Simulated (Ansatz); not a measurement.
Job for Ansatz (a quantum-chemistry and plane-wave program): U-PBE/def2-TZVPP on BiH3 (SMILES [BiH3]), a point of a bond scan (R = 1.976 Å). Elements past Kr take the def2 small-core potentials; no spin–orbit coupling.

Ansatz 0.2 input:
```yaml
crystal:
  periodic: [false, false, false]
  atoms:
    - {symbol: Bi, position_ang: [0.00064571, -0.00113707, 0.03585399]}
    - {symbol: H, position_ang: [-1.61741404, -0.23457411, -1.07450860]}
    - {symbol: H, position_ang: [0.91972929, -1.10344750, -1.04483824]}
    - {symbol: H, position_ang: [0.49699466, 1.41117705, -0.95747634]}
basis:
  gaussian:
    orbitals: def2-TZVPP
hamiltonian:
  xc: {name: PBE}
magnetization: {spin_polarized: true, initial_magnetization: 0}
```

Question: Give the final energy of this run.

Answer: -216.4190 hartree.
